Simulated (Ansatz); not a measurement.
Reaction (isomerisation): `FC1=CB[SiH2]1` → `FC1=CB1[SiH3]`

Program: Ansatz. Geometries: PBE0-D4/def2-TZVP. ΔE: electronic, gas phase. CCSD(T)/CBS is the MP2 limit (def2-TZVPP, def2-QZVPP) plus CCSD(T) − MP2 in def2-TZVPP, frozen cores. DFT in def2-TZVPP.

(1) Is it downhill or uphill in electronic energy at CCSD(T)/CBS, and by how much? (Estimate.)

(2) What do these levels give: LDA (SPW92), BHLYP-D4, revPBE, LC-ωPBE, CCSD(T)/def2-SVP, CCSD(T)/def2-TZVPP? (An estimate is asked.)

Largest T1 diagnostic among the species: 0.014.

Results:

(1) Computed: Uphill: ΔE = +39.7 kJ/mol.

(2) The calculation gave: LDA (SPW92) 38.6, BHLYP-D4 33.3, revPBE 31.0, LC-ωPBE 25.2, CCSD(T)/def2-SVP 21.1, CCSD(T)/def2-TZVPP 37.5 kJ/mol.

At CCSD(T), def2-SVP lies −18.7 kJ/mol from the extrapolated value and def2-TZVPP −2.3 kJ/mol. Leaving LDA and LC-ωPBE aside and taking each functional with its dispersion term where it has one, the values, not all of them listed here, spread over 12.3 kJ/mol, from B97M-V to revPBE-D4. LDA lies +4.6 kJ/mol from PBE without D4.
